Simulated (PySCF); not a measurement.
## Dipole moment and polarisability of `FCC=C=C[SiH](Cl)Cl`

Species: C4H5Cl2FSi.
Cartesian coordinates in Å at the GFN2-xTB level; atoms count from 1:
```
atom  x, y, z in Å
F1    -1.9697    1.2495    0.9249
C2    -2.3380    0.6175   -0.2335
C3    -1.3173   -0.3947   -0.6691
C4    -0.2405   -0.6727   -0.0038
C5     0.8664   -0.8759    0.6427
Si6    2.4443    0.1104    0.3315
Cl7    2.2691    1.1075   -1.4109
Cl8    3.9853   -1.1947    0.2254
H9    -2.4580    1.3965   -0.9970
H10   -3.3076    0.1396   -0.0415
H11   -1.5537   -0.9016   -1.5939
H12    0.8965   -1.6411    1.4070
H13    2.7190    1.0601    1.4003
```

Level: B3LYP/def2-SVPD (PySCF), static field, nuclei fixed, core orbitals frozen in the response. The polarisability tensor in these axes (au):

```
x   139.07 -10.64  14.87
y   -10.64  86.71  -6.94
z    14.87  -6.94  88.86
```

Q: Give the principal values, the mean and the anisotropy Δα = √{½[(α1 − α2)² + (α2 − α3)² + (α1 − α3)²]}.

A: Principal values 80.69, 88.31 and 145.64 au; mean 104.88 au = 15.54 Å³ = 17.29 × 10⁻⁴⁰ C²·m²/J; Δα = 61.49 au (59 % of the mean).

Q: What is the dipole moment, and where does it point?

A: (-1.98, -0.72, -0.55) D, 2.18 D in size, pointing from the negative to the positive side. Measured along this direction, the outermost atoms are Cl8 and H13 at the negative end and H10 at the positive end.

Q: Sum over states: ᾱ = Σ f/ω², ω in Eh. What share falls to these 8 lowest TDDFT singlets (eV, f)? 5.06, 0.0006; 6.29, 0.0033; 6.49, 0.0046; 6.71, 0.0009; 6.87, 0.3872; 6.99, 0.1892; 7.02, 0.0696; 7.20, 0.0415.

A: They add up to 10.75 au, 10.2 % of the 104.88 au; the largest single term is 6.07 au, from the state at 6.87 eV. Terms in order: 0.02, 0.06, 0.08, 0.01, 6.07, 2.87, 1.04, 0.59 au. Higher excitations give the rest. The strengths listed sum to 0.697.

Q: Find the Langevin capture rate constant for NO+ (29.998 u) meeting this molecule (169.952 u), k = 2.342 × 10⁻⁹ cm³/s × √(α in Å³ / reduced mass in u).

A: The reduced mass is 25.50 u, so k = 1.83 × 10⁻⁹ cm³/s. The formula leaves out the permanent dipole, which adds to the capture rate.

Q: What molar refraction does this α imply?

A: Lorentz–Lorenz: R = (4π/3)N_A α = 2.5225 cm³/(mol·Å³) × 15.54 Å³ = 39.2 cm³/mol, in the limit of long wavelengths.

Q: What depolarisation ratio follows for Rayleigh scattering of linearly polarised light, taking the static tensor?

A: ρ = 3Δα²/(45ᾱ² + 4Δα²) = 11344.0/(494970 + 15125.4) = 0.0222.

The structure is a single GFN2-xTB conformer in the gas phase; no vibrational or solvent corrections.
